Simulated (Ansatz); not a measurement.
SnH2Me(SiH3) (CH₈SiSn). Total charge 0; triplet. Geometry r2SCAN-D4/def2-SVP, that of the neutral singlet; atoms count from 1.

Cartesian coordinates in Å:
```
Sn 0.787 0.481 0.125
H 0.957 1.897 1.086
H 2.365 -0.046 -0.311
C -0.299 0.986 -1.675
H 0.234 1.781 -2.217
H -1.309 1.342 -1.424
H -0.381 0.105 -2.328
Si -0.405 -1.354 1.479
H -1.746 -0.880 1.941
H 0.401 -1.731 2.680
H -0.605 -2.579 0.643
```

In the def2 sets Sn takes a core potential; there is no spin–orbit coupling. At PBE0-D4/def2-TZVP a singlet of charge 0 lies 5.75 eV below the triplet at the same geometry.

Estimate the Mulliken populations from the PBE0/def2-TZVP orbitals of Ansatz.


```csv
atom,charge (e),spin (α − β)
Sn1,0.20,0.75
H2,-0.03,0.01
H3,-0.03,0.01
C4,-0.44,0.12
H5,0.11,0.07
H6,0.13,0.02
H7,0.13,0.02
Si8,-0.14,0.85
H9,0.02,0.02
H10,0.03,0.11
H11,0.01,0.04
```
Mulliken values depend strongly on the basis.

Where does the spin sit?

Summed by element: Sn 0.75, H 0.29, C 0.12, Si 0.85, of 2 unpaired in all. Largest on single atoms: Si8 0.85, Sn1 0.75, C4 0.12.

And the Mayer bond orders between heavy atoms (over 0.3)?

Sn1–C4 0.55 (2.16 Å); Sn1–Si8 1.04 (2.57 Å).
